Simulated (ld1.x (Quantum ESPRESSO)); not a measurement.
Ar, PAW: configuration errors across variants

* Element: argon (Ar)
* Generator: ld1.x (Quantum ESPRESSO) 7.5
* Type: PAW
* Functional: LDA (PZ)
* Relativity: scalar-relativistic
* Frozen core: [Ne]
* Valence charge: 8
* Reference configuration: 3s2 3p6
* Partial waves: 3s (bound): rcut 1.00, rcutus 1.05 bohr; 3s channel at -1.25 Ry: rcut 1.00, rcutus 1.05 bohr; 3p (bound): rcut 0.80, rcutus 1.00 bohr; 3p channel at 0.4 Ry: rcut 0.80, rcutus 1.00 bohr; 3d channel at 0.35 Ry: rcut 0.90, rcutus 0.95 bohr; 3d channel at 2.15 Ry: rcut 0.90, rcutus 0.95 bohr
* Local potential: all-electron potential smoothed inside 0.70 bohr (lloc = -1)
* Core correction: a·sin(br)/r model core, default radius (ld1.x builds one for every PAW set, though the input has nlcc=.false.)
* Augmentation charge: PSQ, inside the norm-conserving radii

All-electron excitation energies from the reference (eV): (1) 3s2 3p5 16.157; (2) 3s2 3p4 44.892; (3) 3s2 3p3 87.544; (4) 3s2 3p2 145.265; (5) 3s1 3p6 30.625; (6) 3s2 3p5.5 6.600; (7) 3s2 3p5 spin 15.933; (8) 3s2 3p4 spin 43.848.

Spin tests fill each open shell by Hund’s rule, majority spin first.

The default core radius of the base comes out at 0.72 bohr.

A true bound ghost makes a file unfit for plane-wave use even where its test errors are small: the radial tests pick states by their node count and pass the ghost by.

Errors AE − PS in meV (a dash: test not solved or not reliable):

| change | (1) | (2) | (3) | (4) | (5) | (6) | (7) | (8) | bound ghosts |
| --- | --- | --- | --- | --- | --- | --- | --- | --- | --- |
| base | -2.6 | -11 | -36 | -92 | -3.4 | -0.9 | -2.9 | -12 | s, p |
| core correction a·sin(br)/r model core inside 0.36 bohr | -2.4 | -10 | -33 | -86 | -3.2 | -0.9 | -2.6 | -11 | s, p |
| core correction a·sin(br)/r model core inside 0.46 bohr | -2.4 | -10 | -33 | -86 | -3.2 | -0.9 | -2.6 | -11 | s, p |
| core correction a·sin(br)/r model core inside 0.54 bohr | -2.4 | -10 | -33 | -86 | -3.2 | -0.9 | -2.6 | -11 | s, p |
| core correction a·sin(br)/r model core inside 0.66 bohr | -2.4 | -10 | -33 | -87 | -3.2 | -0.9 | -2.6 | -11 | s, p |
| core correction a·sin(br)/r model core inside 0.86 bohr | -2.4 | -10 | -33 | -87 | -3.2 | -0.9 | -2.6 | -11 | s, p |
| core correction a·sin(br)/r model core inside 0.98 bohr | -2.4 | -11 | -33 | -87 | -3.2 | -0.9 | -2.6 | -11 | s, p |
| core correction a·sin(br)/r model core inside 1.06 bohr | -2.4 | -11 | -33 | -87 | -3.2 | -0.9 | -2.6 | -12 | s, p |
| core correction a·sin(br)/r model core inside 1.14 bohr | -2.4 | -11 | -34 | -88 | -3.2 | -0.9 | -2.7 | -12 | s, p |

Problem. Give the same row for: core correction a·sin(br)/r model core inside 0.74 bohr.

Solution. -2.4, -10, -33, -87, -3.2, -0.9, -2.6, -11; bound ghosts: s, p.
